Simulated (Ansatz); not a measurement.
`COC(F)(F)CF` + H₂ → `FCC(F)F` + CH₃OH at 700 K and 1 bar (hydrogenolysis of a C–O bond).

Isolated molecules relaxed with PBE0-D4/def2-TZVP in Ansatz; ΔE leaves out vibrations. CBS: MP2 limit from def2 TZ/QZ plus the TZ coupled-cluster correction, frozen cores. This one scheme is used for every species. One conformer a species, not always the lowest.

| species | CCSD(T)/CBS energy (Eh) | H − E (kJ/mol) | S (J/(mol·K)) |
| --- | --- | --- | --- |
| `COC(F)(F)CF` | -491.70313 | 309.7 | 483.8 |
| H₂ | -1.17544 | 46.8 | 155.3 |
| `FCC(F)F` | -377.27138 | 197.1 | 385.6 |
| CH₃OH | -115.61712 | 170.8 | 288.5 |

H − E and S are ideal-gas, rigid-rotor, harmonic terms from PBE0-D4/def2-TZVP, for one conformer and one mirror image of each species. For small species the MP2-based limit differs from directly extrapolated CCSD(T) by up to some mEh (0.8 for H₂); such offsets cancel only in part. 1 Eh = 2625.50 kJ/mol, R = 8.31446 J/(mol·K).

Task: By hand: ΔE, ΔH, ΔS and ΔG.

Result: ΔE = (-377.27138) + (-115.61712) − (-491.70313) − (-1.17544) = -0.00993 Eh = -26.1 kJ/mol. Δ(H − E) = 197.1 + 170.8 − 309.7 − 46.8 = 11.4, so ΔH = -14.7 kJ/mol. ΔS = 385.6 + 288.5 − 483.8 − 155.3 = 35.0 J/(mol·K). ΔG = -14.7 − 700 × (35.0)/1000 = -39.2 kJ/mol.

Task: By hand: the equilibrium constant, and the temperature at which ΔG would vanish if ΔH and ΔS stayed fixed.

Result: log₁₀ K = −ΔG/(RT ln 10) = 2.9. ΔH and −TΔS have one sign here, so there is no such temperature.

TΔS isn't small against ΔH here. A doubt of 5 kJ/mol in ΔE shifts log₁₀ K by 0.4 here. Other conformers and mirror images would add mixing entropy, several J/(mol·K) or more a flexible species. These are equilibria of isolated gas molecules and say nothing of rates. Largest T1 diagnostic: 0.011 (customary marks: 0.02 for closed shells, 0.045 for open ones).
